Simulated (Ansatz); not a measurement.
Two members of one family (Series SnX4), computed with Ansatz in the gas phase; def2 core potentials for Sn, no spin–orbit coupling. The two geometries come from different levels. Binding counts from free atoms in the multiplicity of their measured ground term, without zero-point energy. A dash marks a value that wasn't run or was left out as unsound. The structures are stationary points that may keep the symmetry of their start. Remarks come from the PBE and PBE0 runs and from stability tests at other levels; not every state was tested. HOMO above LUMO (over both spins in singlets and doublets, within one spin in higher multiplets; at PBE or PBE0), or a gap under 0.15 eV within one spin, warns that the state may not be the lowest or that an electron is smeared out.

First: Sn(CF3)4 (singlet, charge 0, r2SCAN-D4/def2-SVP geometry).

```tsv
atom	x (Å)	y (Å)	z (Å)
Sn1	-0.001	-0.001	-0.001
C2	0.940	-0.325	1.969
F3	2.275	-0.415	1.854
F4	0.497	-1.460	2.533
F5	0.666	0.687	2.807
C6	-2.147	0.435	0.268
F7	-2.736	-0.497	1.035
F8	-2.785	0.459	-0.913
F9	-2.326	1.627	0.858
C10	0.236	-1.817	-1.231
F11	1.520	-2.210	-1.266
F12	-0.162	-1.599	-2.494
F13	-0.492	-2.831	-0.738
C14	0.969	1.707	-1.006
F15	1.001	2.783	-0.204
F16	0.310	2.046	-2.125
F17	2.234	1.410	-1.347
```

| level | HOMO (eV) | LUMO (eV) | gap (eV) | vertical triplet (eV) | binding per atom (eV) |
| --- | --- | --- | --- | --- | --- |
| PBE-D4/def2-SVP | -7.75 | -1.91 | 5.84 | 5.55 | 4.48 |
| PBE-D4/def2-TZVP | -8.05 | -2.29 | 5.76 | – | 4.33 |
| r2SCAN-D4/def2-TZVP | -8.42 | -2.18 | 6.25 | – | 4.11 |
| PBE0-D4/def2-SVP | -9.51 | -1.20 | 8.31 | 6.13 | 4.20 |
| PBE0-D4/def2-TZVP | -9.62 | -1.41 | 8.21 | – | 4.09 |

Remarks: gap within one spin near zero at PBE or PBE0 (triplet).

Second: Sn(OEt)4 (singlet, charge 0, PBE-D4/def2-SVP geometry).

```xyz
33

Sn    0.001   -0.001    0.003
O    -0.536    0.266    1.912
C     0.438    0.046    2.937
C    -0.269    0.118    4.282
H     0.936   -0.946    2.820
H     1.245    0.818    2.892
H     0.451   -0.029    5.112
H    -0.756    1.107    4.412
H    -1.053   -0.663    4.352
O     0.942   -1.767   -0.078
C     1.589   -2.147   -1.297
C     2.386   -3.414   -1.030
H     0.839   -2.333   -2.103
H     2.265   -1.339   -1.665
H     2.893   -3.759   -1.954
H     3.154   -3.234   -0.252
H     1.719   -4.224   -0.673
O     1.274    1.352   -0.748
C     0.807    2.685   -0.976
C     1.889    3.438   -1.734
H    -0.143    2.686   -1.561
H     0.591    3.202   -0.009
H     1.578    4.487   -1.920
H     2.833    3.448   -1.154
H     2.090    2.951   -2.711
O    -1.677    0.148   -1.079
C    -2.833   -0.585   -0.661
C    -4.006   -0.143   -1.523
H    -2.671   -1.684   -0.776
H    -3.060   -0.402    0.416
H    -4.926   -0.697   -1.246
H    -4.197    0.942   -1.394
H    -3.792   -0.330   -2.595
```

Question: Estimate how these quantities change from the first to the second (second minus first).

Answer: 
```json
{"level": "PBE-D4/def2-SVP", "Δ HOMO (eV)": "1.74", "Δ LUMO (eV)": "-0.69", "Δ gap (eV)": "-2.44", "Δ vertical triplet (eV)": "-2.17", "Δ binding per atom (eV)": "-0.34"}
{"level": "PBE-D4/def2-TZVP", "Δ HOMO (eV)": "1.86", "Δ LUMO (eV)": "-0.49", "Δ gap (eV)": "-2.35", "Δ vertical triplet (eV)": "–", "Δ binding per atom (eV)": "-0.22"}
{"level": "r2SCAN-D4/def2-TZVP", "Δ HOMO (eV)": "1.90", "Δ LUMO (eV)": "-0.41", "Δ gap (eV)": "-2.31", "Δ vertical triplet (eV)": "–", "Δ binding per atom (eV)": "-0.08"}
{"level": "PBE0-D4/def2-SVP", "Δ HOMO (eV)": "1.82", "Δ LUMO (eV)": "-0.48", "Δ gap (eV)": "-2.29", "Δ vertical triplet (eV)": "-1.84", "Δ binding per atom (eV)": "-0.14"}
{"level": "PBE0-D4/def2-TZVP", "Δ HOMO (eV)": "1.83", "Δ LUMO (eV)": "-0.40", "Δ gap (eV)": "-2.23", "Δ vertical triplet (eV)": "–", "Δ binding per atom (eV)": "-0.06"}
```

Remarks: gap within one spin near zero at PBE or PBE0 (triplet).
